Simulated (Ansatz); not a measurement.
Relaxation of the cluster In4N4⁺ (charge 1, doublet) with UKS r2SCAN-D4/def2-SVP in Ansatz.

Positions (Å) and forces (eV/Å) at steps 36, 37, 38, 39 of 39:

```xyz
8
step=36 energy=-26651.6155 eV
In   -1.629    0.129    0.627    0.018    0.017   -0.033
In   -2.240    0.655   -2.333    0.003    0.000    0.003
In    0.455    2.137   -1.815   -0.007   -0.019    0.019
In   -0.725   -1.197    3.436    0.002   -0.009    0.008
N     0.820   -1.478   -1.798   -0.107    0.040    0.109
N     0.139   -1.256   -0.947    0.098   -0.038   -0.100
N     1.339    0.209    1.812   -0.041   -0.050    0.063
N     1.841    0.801    1.018    0.033    0.060   -0.070
8
step=37 energy=-26651.6170 eV
In   -1.616    0.141    0.626   -0.004   -0.003    0.003
In   -2.238    0.653   -2.332    0.003    0.000   -0.001
In    0.486    2.076   -1.803    0.002    0.000    0.000
In   -0.713   -1.228    3.417    0.002    0.001   -0.002
N     0.794   -1.455   -1.801   -0.055    0.017    0.066
N     0.128   -1.253   -0.932    0.052   -0.016   -0.072
N     1.331    0.220    1.800    0.036    0.045   -0.035
N     1.828    0.845    1.027   -0.036   -0.043    0.040
8
step=38 energy=-26651.6169 eV rejected
In   -1.622    0.138    0.626    0.005   -0.003    0.005
In   -2.233    0.650   -2.335    0.000    0.000   -0.001
In    0.490    2.066   -1.792    0.004    0.004   -0.005
In   -0.707   -1.227    3.416   -0.001    0.000    0.004
N     0.788   -1.448   -1.812   -0.020    0.006    0.020
N     0.126   -1.254   -0.939    0.018   -0.007   -0.021
N     1.329    0.244    1.819    0.087    0.101   -0.154
N     1.829    0.830    1.016   -0.093   -0.101    0.152
8
step=39 energy=-26651.6172 eV
In   -1.616    0.136    0.626    0.001    0.000    0.002
In   -2.234    0.654   -2.331    0.002   -0.001   -0.002
In    0.490    2.077   -1.800    0.000    0.001    0.000
In   -0.712   -1.227    3.419    0.001   -0.001    0.002
N     0.785   -1.461   -1.813   -0.019    0.007    0.021
N     0.131   -1.255   -0.937    0.016   -0.007   -0.023
N     1.332    0.230    1.810    0.006    0.014   -0.011
N     1.824    0.845    1.025   -0.008   -0.013    0.012
```

In the def2 sets In takes a core potential; there is no spin–orbit coupling. The structure comes from a short search, and lower isomers may exist.
